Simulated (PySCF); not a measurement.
Species: CH8FGaN2.
Atom-mapped SMILES: `[CH3:1][NH:2][Ga@H-:3]([NH3+:4])[F:5]` (hydrogens: H6, H7, H8 on C1; H9 on N2; H10 on Ga3; H11, H12, H13 on N4)

Structure used (PBE0-D3(BJ)/def2-SVP), in Å, numbered top down from 1:
```xyz
13
CH8FGaN2 angstrom
C     -2.0483    0.2426   -0.6678
N     -0.8168   -0.4655   -0.4257
Ga     0.3449   -0.1297    0.9750
N      2.1226    0.2324   -0.1263
F      1.0732   -1.6412    1.6039
H     -1.9791    1.2722   -0.2790
H     -2.2768    0.3365   -1.7475
H     -2.9431   -0.2087   -0.1919
H     -0.8693   -1.4366   -0.7186
H      0.1829    1.0805    1.9556
H      2.6193    1.1089    0.0249
H      2.7382   -0.5464    0.1127
H      1.8644    0.1601   -1.1110
```

Computed, not measured: PBE0-D3(BJ)/def2-SVP geometry optimisation, gas phase (PySCF 2.14.0).

Take the most abundant isotopes and a rigid rotor. The values belong to one conformer with, in the numbering `[CH3:1][NH:2][Ga@H-:3]([NH3+:4])[F:5]`, C1–N2–Ga3–N4 -124°.

Problem. What are A, B and C (cm⁻¹)?

Solution. Ia = 104.50, Ib = 241.13, Ic = 286.59 u·Å²; 505379 MHz·u·Å²/I gives 4836, 2096 and 1763 MHz, that is A = 0.16132, B = 0.06991, C = 0.05882 cm⁻¹.

Problem. What kind of rotor is it?

Solution. An asymmetric top. Ray's parameter κ = (2B − A − C)/(A − C) = -0.784; −1 is the prolate and +1 the oblate limit.

Problem. Is it planar, by Δ = Ic − Ia − Ib?

Solution. Not planar: Δ = Ic − Ia − Ib = -59.03 u·Å². For a rigid frame Δ = −2 Σ m c², so Σ m c² = 29.52 u·Å² lies off the ab plane: 9.11 from hydrogen and 20.40 from heavier atoms. The atom farthest from that plane is 1.91 Å away.

Problem. List the rotational levels J(Ka,Kc) to J = 5 (K).

Solution. Above 0(0,0), as E/k:
J = 1: 1(0,1) 0.185, 1(1,1) 0.317, 1(1,0) 0.333
J = 2: 2(0,2) 0.554, 2(1,2) 0.671, 2(1,1) 0.719, 2(2,1) 1.114, 2(2,0) 1.115
J = 3: 3(0,3) 1.105, 3(1,3) 1.202, 3(1,2) 1.298, 3(2,2) 1.669, 3(2,1) 1.676, 3(3,1) 2.368, 3(3,0) 2.368
J = 4: 4(0,4) 1.832, 4(1,4) 1.909, 4(1,3) 2.068, 4(2,3) 2.409, 4(2,2) 2.429, 4(3,2) 3.111, 4(3,1) 3.111, 4(4,1) 4.085, 4(4,0) 4.085
J = 5: 5(0,5) 2.734, 5(1,5) 2.789, 5(1,4) 3.027, 5(2,4) 3.332, 5(2,3) 3.377, 5(3,3) 4.041, 5(3,2) 4.043, 5(4,2) 5.014, 5(4,1) 5.014, 5(5,1) 6.267, 5(5,0) 6.267
The levels of one J sum to (2J + 1)J(J + 1)(A + B + C)/3.

Problem. Which types of transition are allowed, and where do some lines up to J = 5 fall?

Solution. The dipole components are |μa| = 0.70 D, |μb| = 4.64 D, |μc| = 0.66 D. The squared components, which scale the intensities, stand as 0.02 : 1.00 : 0.02 (a : b : c). Some lines, for components of 0.1 D or more:

```tsv
type	branch	J(Ka,Kc)	MHz	lower level (cm⁻¹)
c	Q	4(2,3) ← 4(1,3)	7115	1.437
b	R	2(1,2) ← 1(0,1)	10126	0.129
a	R	4(3,1) ← 3(3,0)	15499	1.646
a	R	5(2,4) ← 4(2,3)	19233	1.674
a	R	5(3,2) ← 4(3,1)	19411	2.163
c	R	3(2,1) ← 2(1,1)	19940	0.500
a	R	5(1,4) ← 4(1,3)	19987	1.437
c	Q	5(4,2) ← 5(3,2)	20237	2.810
c	Q	5(5,1) ← 5(4,1)	26100	3.485
b	R	5(5,0) ← 4(4,1)	45460	2.839
```

Problem. Estimate the classical rotational partition function at 200 K, 298.15 K and 500 K.

Solution. Point group C1, symmetry number σ = 1; q = (√π/σ)·√((kT/h)³/(ABC)), k/h = 20836.6 MHz/K: 113000 at 200 K, 205000 at 298.15 K, 446000 at 500 K.

PBE0-D3(BJ)/def2-SVP frequencies: not computed here. Zero-point vibration and centrifugal distortion are left out. A rigid rotor knows nothing of inversion at nitrogen or internal rotation, which can split or shift real lines. Quadrupole hyperfine structure (14N, 69Ga) is left out.
